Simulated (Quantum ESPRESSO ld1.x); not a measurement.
Valence configurations of Sn II (all share [Kr]). Method: Dirac Kohn-Sham, PBE, spin-unpolarised, spherical densities, point nucleus; open shells are shared between the two j in proportion to 2j + 1; computed with ld1.x of Quantum ESPRESSO 7.5. Energies are relative to 4d10 5s2 5p1; eigenvalues in eV.

valence,E (eV),e(4d3/2),e(4d5/2),e(5p1/2),e(5p3/2),e(5s1/2)
4d10 5s2 5p1,0.000,-34.416,-33.372,-10.648,-10.078,-17.804
4d10 5s1 5p2,7.629,-35.888,-34.839,-11.372,-10.771,-18.691
4d9.5 5s2 5p1.5,12.326,-37.505,-36.433,-11.496,-10.867,-18.997
4d10 5p3,15.434,-37.290,-36.236,-12.047,-11.419,-
4d9 5s2 5p2,25.787,-40.576,-39.476,-12.312,-11.624,-20.144
4d9 5s1 5p3,34.158,-41.927,-40.822,-12.960,-12.244,-20.933
4d8.5 5s2 5p2.5,40.390,-43.633,-42.504,-13.102,-12.355,-21.253
4d7 5s2 5p4,91.106,-52.748,-51.534,-15.351,-14.429,-24.404
4d9 5p4,42.685,-43.225,-42.115,-13.571,-12.828,-

NIST lists [Kr] 4d10 5s2 5p1 as the ground configuration; this level of theory agrees among the configurations tried. The energies are those of spherical spin-averaged densities, not of single terms.
